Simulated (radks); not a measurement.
Effect of the nuclear size on neutral zinc, [Ar] 3d10 4s2. Method: Dirac Kohn-Sham, exchange-only LDA, spin-unpolarised, spherical densities, finite nucleus; Fermi nuclear charge, rms radius 3.9283 fm; computed with a radial shooting solver on a logarithmic mesh with Libxc functionals. The rms radius is varied about that value; shifts are against it.

\begin{tabular}{lrrrrrrr}
rms radius (fm) & total energy shift (eV) & density at nucleus (e/bohr^3) & 1s1/2 shift (meV) & 2s1/2 shift (meV) & 2p1/2 shift (meV) & 3s1/2 shift (meV) & 3p1/2 shift (meV) \\ \hline
3.4962 & -0.0485 & 2.511e+04 & -20.6 & -1.96 & 0.170 & -0.286 & 0.029 \\
3.559 & -0.0417 & 2.509e+04 & -17.8 & -1.69 & 0.147 & -0.246 & 0.025 \\
3.9283 & 0 & 2.495e+04 & 0.000 & 0.000 & 0.000 & 0.000 & 0.000 \\
4.2661 & 0.0416 & 2.484e+04 & 17.7 & 1.68 & -0.146 & 0.245 & -0.025 \\
4.7297 & 0.104 & 2.469e+04 & 44.2 & 4.21 & -0.365 & 0.613 & -0.063 \\
\end{tabular}

Slopes of the eigenvalues against <r^2> in GHz/fm^2, as finite differences over the two radii next to the reference (eigenvalue slopes, not the field-shift constants of lines): 1s1/2 1550, 2s1/2 147, 2p1/2 -12.8, 3s1/2 21.5, 3p1/2 -2.20.
